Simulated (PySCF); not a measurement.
Ligands exchanged one at a time, B OH-H. Isolated molecules, 0 K electronic values unless said otherwise. One relaxed conformer stands for each flexible species; it need not be the lowest. Strings in code marks are SMILES.

Calculation: B3LYP-D3(BJ)/def2-TZVP (PySCF). B3LYP has the VWN-RPA correlation part, as in Gaussian. Excitations are Tamm–Dancoff values on a coarser integration grid. The basis has no diffuse functions, so Rydberg states are missing or too high.

```
species                                                                       S1–T1 gap (TDA) (eV)  T1 excitation (TDA) (eV)  HOMO–LUMO gap (eV)
----------------------------------------------------------------------------  --------------------  ------------------------  ------------------
0 of 3 OH replaced by H (`OB(O)O`)                                                            0.29                      7.73                9.21
1 of 3 OH replaced by H (`OBO` (H–O–B–O torsion 180°, O–B–O–H torsion 180°))                  0.61                      7.49                9.43
2 of 3 OH replaced by H (`BO`)                                                                0.62                      5.85                8.00
3 of 3 OH replaced by H (`B`)                                                                    –                         –                7.52
```
